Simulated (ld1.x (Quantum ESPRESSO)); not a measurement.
**Logarithmic derivatives: nitrogen (N), RRKJ**

ld1.x (Quantum ESPRESSO) 7.5 input, shortened:

```
&input
   title='N', zed=7., rel=1, dft='PZ', iswitch=3,
   config='[He] 2s2 2p3 3d-2'
 /
 &inputp
   pseudotype=2, tm=.false., lloc=-2, rcloc=1.75,
   nlcc=.false.
 /
3
1S  1  0   2.00   0.00  0.30  0.30  0.0
2P  2  1   3.00   0.00  1.85  1.85  0.0
3D  3  2  -2.00  -0.10  1.55  1.55  0.0
 &test
   configts(1)='1s2 2s2 2p3'
 /
```

Occupied shells without a wave of their own: 2s. They enter only through the test configuration that unscreens the potential.

The phase is arctan(r·u′/u) with u = r·R(r), unwrapped; energies in Ry, scanned from -30 to 5 Ry. A pole is an energy at which the radial function vanishes at the test radius. The pseudo phase is shifted by a multiple of π to meet the all-electron one at the reference energy, and phase errors are pseudo minus all-electron; the curves can meet again beyond the range given. Levels narrower than the energy grid can be missing from the lists of poles.

```csv
channel,radius (bohr),reference energy (Ry),"poles, all-electron","poles, pseudo",unbroken range about the reference energy with phases within 0.05 rad,phase error 1 Ry above the reference energy (rad)
s,2.01,-28.04,-0.61,1.57,below -3.0,+0.000
p,2.01,-0.53,0.21,0.23,below 1.8,+0.010
d,2.01,-0.10,none,none,the whole range,+0.000
```

A Bessel basis up to 400 Ry misses an occupied level by 1.22 Ry, so cutoffs and ghosts were not judged. The potential misses its own reference levels by up to 11.9 eV, so it is not fit for use.

Phases in the d channel:

```
E (Ry)  all-electron  pseudo
-30.00         1.481   1.481
-28.40         1.479   1.479
-26.80         1.476   1.476
-25.20         1.473   1.473
-23.60         1.470   1.470
-22.00         1.467   1.467
-20.40         1.463   1.463
-18.80         1.458   1.458
-17.20         1.454   1.454
-15.60         1.448   1.448
-14.00         1.442   1.442
-12.40         1.434   1.434
-10.80         1.425   1.425
 -9.20         1.414   1.414
 -7.60         1.400   1.400
 -6.00         1.382   1.382
 -4.40         1.356   1.356
 -2.80         1.316   1.316
 -1.20         1.244   1.244
  0.40         1.062   1.062
  2.00         0.066   0.071
  3.60        -1.303  -1.297
```
